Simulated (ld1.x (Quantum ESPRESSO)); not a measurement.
## lanthanum, RRKJ: configuration errors across variants

lanthanum, norm-conserving RRKJ (Kleinman–Bylander form), made with ld1.x (Quantum ESPRESSO) 7.5 (PBE, fully relativistic). Core [Kr] 4d10, reference 4f0 5s2 5p6 5d0 6s0 6p0 (charge +3). Waves: 5p (bound): rc 2.50 bohr; 5d (bound, empty): rc 2.50 bohr; 4f (bound, empty): rc 1.75 bohr; 5s (bound): rc 2.00 bohr. Local part: the s channel. Core correction: Bessel-smoothed model core inside 1.30 bohr.

Open shells are filled in proportion to 2j + 1 (rel_dist='average').

All-electron excitation energies from the reference (eV): (1) 4f0 5s2 5p6 5d1 6s2 6p0 -35.790; (2) 4f0 5s2 5p6 5d1 6s1 6p0 -29.825; (3) 4f0 5s2 5p6 5d1 6s0 6p0 -18.938; (4) 4f0 5s2 5p6 5d1.5 6s1.5 6p0 -35.442; (5) 4f0 5s2 5p6 5d1 6s1.5 6p0 -33.391; (6) 4f1 5s2 5p6 5d0 6s1 6p0 -29.520; (7) 4f0 5s2 5p6 5d2 6s1 6p0 -34.995.

3 further variants failed, have other tests or too few solved ones, and are left out.

Errors AE − PS in meV (a dash: test not solved or not reliable):

| change | (1) | (2) | (3) | (4) | (5) | (6) | (7) | bound ghosts |
| --- | --- | --- | --- | --- | --- | --- | --- | --- |
| base | +355 | +247 | +2.9 | +249 | +313 | +454 | +157 | not determined |
| wave 4f (bound): rc 1.75 bohr becomes 4f (bound): rc 1.98 bohr | +355 | +247 | +2.9 | +249 | +313 | +706 | +157 | not determined |
| wave 5s (bound): rc 2.00 bohr becomes 5s (bound): rc 2.40 bohr | +1502 | +1040 | +8.9 | +1070 | +1323 | +1178 | +684 | not determined |

Question: Give the same row for: wave 5d (bound): rc 2.50 bohr becomes 5d (bound): rc 3.84 bohr.

Answer: +419, +318, +69, +352, +382, +454, +300; bound ghosts: not determined.
